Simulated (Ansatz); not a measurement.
In(IMe)Cl3 (C5H8Cl3InN2). Charge 0, multiplicity 1. Geometry PBE-D4/def2-SVP.

```xyz
19

In    0.555    2.120    1.020
C     0.061    0.117    0.119
N     0.583   -1.118    0.336
C     1.622   -1.416    1.321
C    -0.013   -2.049   -0.499
C    -0.933   -1.366   -1.258
N    -0.869   -0.043   -0.859
C    -1.662    1.059   -1.406
H     1.271   -1.161    2.338
H     1.867   -2.492    1.266
H     2.526   -0.812    1.120
H     0.257   -3.110   -0.485
H    -1.617   -1.714   -2.037
H    -0.995    1.771   -1.933
H    -2.417    0.651   -2.100
H    -2.160    1.595   -0.573
Cl    1.237    3.372   -0.910
Cl    2.250    1.749    2.665
Cl   -1.564    2.847    1.876
```

In the def2 sets In takes a core potential, while STO-3G treats all electrons; there is no spin–orbit coupling.

(1) Estimate the orbital energies around the gap (eV) in Ansatz with HF/STO-3G, PBE-D4/def2-SVP, PBE-D4/def2-TZVP, PBE0-D4/def2-SVP, r2SCAN0-D4/def2-TZVP.

Answers

(1) 
```json
{"orbital": "HOMO−5", "HF/STO-3G": "-9.13", "PBE-D4/def2-SVP": "-6.60", "PBE-D4/def2-TZVP": "-6.87", "PBE0-D4/def2-SVP": "-8.08", "r2SCAN0-D4/def2-TZVP": "-8.55"}
{"orbital": "HOMO−4", "HF/STO-3G": "-9.04", "PBE-D4/def2-SVP": "-6.59", "PBE-D4/def2-TZVP": "-6.86", "PBE0-D4/def2-SVP": "-8.05", "r2SCAN0-D4/def2-TZVP": "-8.45"}
{"orbital": "HOMO−3", "HF/STO-3G": "-9.01", "PBE-D4/def2-SVP": "-6.53", "PBE-D4/def2-TZVP": "-6.80", "PBE0-D4/def2-SVP": "-7.98", "r2SCAN0-D4/def2-TZVP": "-8.44"}
{"orbital": "HOMO−2", "HF/STO-3G": "-9.00", "PBE-D4/def2-SVP": "-6.49", "PBE-D4/def2-TZVP": "-6.76", "PBE0-D4/def2-SVP": "-7.94", "r2SCAN0-D4/def2-TZVP": "-8.39"}
{"orbital": "HOMO−1", "HF/STO-3G": "-8.80", "PBE-D4/def2-SVP": "-6.47", "PBE-D4/def2-TZVP": "-6.75", "PBE0-D4/def2-SVP": "-7.92", "r2SCAN0-D4/def2-TZVP": "-8.35"}
{"orbital": "HOMO", "HF/STO-3G": "-8.75", "PBE-D4/def2-SVP": "-6.34", "PBE-D4/def2-TZVP": "-6.65", "PBE0-D4/def2-SVP": "-7.81", "r2SCAN0-D4/def2-TZVP": "-8.26"}
{"orbital": "LUMO", "HF/STO-3G": "5.69", "PBE-D4/def2-SVP": "-2.09", "PBE-D4/def2-TZVP": "-2.24", "PBE0-D4/def2-SVP": "-1.22", "r2SCAN0-D4/def2-TZVP": "-1.27"}
{"orbital": "LUMO+1", "HF/STO-3G": "7.02", "PBE-D4/def2-SVP": "-1.66", "PBE-D4/def2-TZVP": "-1.94", "PBE0-D4/def2-SVP": "-0.78", "r2SCAN0-D4/def2-TZVP": "-0.90"}
{"orbital": "LUMO+2", "HF/STO-3G": "7.37", "PBE-D4/def2-SVP": "-1.36", "PBE-D4/def2-TZVP": "-1.55", "PBE0-D4/def2-SVP": "-0.34", "r2SCAN0-D4/def2-TZVP": "-0.40"}
{"orbital": "LUMO+3", "HF/STO-3G": "10.34", "PBE-D4/def2-SVP": "0.12", "PBE-D4/def2-TZVP": "-0.24", "PBE0-D4/def2-SVP": "1.02", "r2SCAN0-D4/def2-TZVP": "0.93"}
{"orbital": "LUMO+4", "HF/STO-3G": "10.69", "PBE-D4/def2-SVP": "0.34", "PBE-D4/def2-TZVP": "-0.10", "PBE0-D4/def2-SVP": "1.15", "r2SCAN0-D4/def2-TZVP": "1.13"}
{"orbital": "LUMO+5", "HF/STO-3G": "11.30", "PBE-D4/def2-SVP": "1.00", "PBE-D4/def2-TZVP": "0.31", "PBE0-D4/def2-SVP": "1.86", "r2SCAN0-D4/def2-TZVP": "1.47"}
```
